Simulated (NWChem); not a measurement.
CH$_{4}$F$_{2}$OSi; SMILES F[Si](O)(C)F

```xyz
9

C      0.2581    -1.8022     0.0050
Si    -0.0064     0.0267     0.0001
O     -1.6168     0.3443    -0.0067
F      0.6955     0.7172    -1.2713
F      0.6860     0.7243     1.2728
H     -0.1948    -2.2560     0.8926
H      1.3261    -2.0436     0.0043
H     -0.1966    -2.2599    -0.8797
H     -1.8934     1.2714    -0.0086
```
Atoms are numbered in this order, from 1.

All runs: NWChem. Geometry: optimised at B3LYP/6-31G* (spherical d). Total energies of different functionals are on different scales.

| level | energy (Ha) | highest occupied level (eV) | orbital gap (eV) | dipole (D) |
|---|---|---|---|---|
| PBE/def2-TZVP | -604.8025 | -8.14 | 7.86 | 1.05 |
| B3LYP/def2-TZVP | -605.3058 | ___ | ___ | 1.07 |
| CAM-B3LYP/def2-TZVP | -605.2043 | -11.55 | 12.92 | 1.07 |
| TPSSh/def2-TZVP | -605.2855 | -8.98 | 9.28 | 1.04 |
| LDA (Slater exchange, VWN5)/def2-TZVP | -601.9540 | -8.37 | 7.93 | 1.09 |

Task: Complete the blanks.

Result: 
- B3LYP/def2-TZVP, highest occupied level (eV): -9.69
- B3LYP/def2-TZVP, orbital gap (eV): 9.90
